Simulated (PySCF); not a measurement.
One of the candidates below gave these computed data.

All candidates are C8H12.

- UV, first state: lowest singlet excitation: 5.57 eV (223 nm, f = 0.000) [TDDFT CAM-B3LYP/def2-SVPD]
- UV, strongest line: among the 6 lowest singlet transitions: S5 at 7.33 eV (169 nm, f = 0.238) [TDDFT CAM-B3LYP/def2-SVPD]
- Polarisability: 96.1 au [CAM-B3LYP/def2-SVPD]
- Rotational structure: rotational constants A, B, C: 2.827, 1.677, 1.368 GHz [PBE0-D3(BJ)/def2-SVP]
- Dipole: 0.50 D [CAM-B3LYP/def2-SVPD]

Electronic properties: PySCF, gas phase, density fitting. Levels stand in brackets. Isolated species at its PBE0-D3(BJ)/def2-SVP geometry, gas phase.

Question: Which candidate is it?
A. `C#CCC1CCCC1`
B. `C=C/C=C\C(=C)CC`
C. `C#CC(=C)C(C)(C)C`

Answer: C. It is `C#CC(=C)C(C)(C)C`. Numbering: `[CH:1]#[C:2][C:3](=[CH2:4])[C:5]([CH3:6])([CH3:7])[CH3:8]`. Its formula, C8H12, gives 3 degrees of unsaturation: 0 rings and 3 π bonds in the structure found. The optimised geometry has point group Cs and is an asymmetric top.

The others, at the same levels:
- `C#CCC1CCCC1` fails: its computed lowest singlet excitation is 6.47 eV (192 nm, f = 0.000) (against 5.57 eV), static isotropic polarisability is 88.9 au (against 96.1 au) and rotational constant A is 3.348 GHz (against 2.827 GHz).
- `C=C/C=C\C(=C)CC` fails: its computed lowest singlet excitation is 4.85 eV (256 nm, f = 0.909) (against 5.57 eV), static isotropic polarisability is 112.1 au (against 96.1 au) and rotational constant A is 3.235 GHz (against 2.827 GHz).

Each candidate is one conformer, not necessarily the lowest. The conformers computed, where there is a choice (atom-mapped SMILES and torsion angles):
- `[CH:1]#[C:2][C:3](=[CH2:4])[C:5]([CH3:6])([CH3:7])[CH3:8]`: C2–C3–C5–C6 180°
- `[CH2:1]=[CH:2]/[CH:3]=[CH:4]\[C:5](=[CH2:6])[CH2:7][CH3:8]`: C1–C2–C3–C4 180°, C3–C4–C5–C6 173°, C4–C5–C7–C8 -71°

The conformers of `C#CCC1CCCC1` aren't listed.
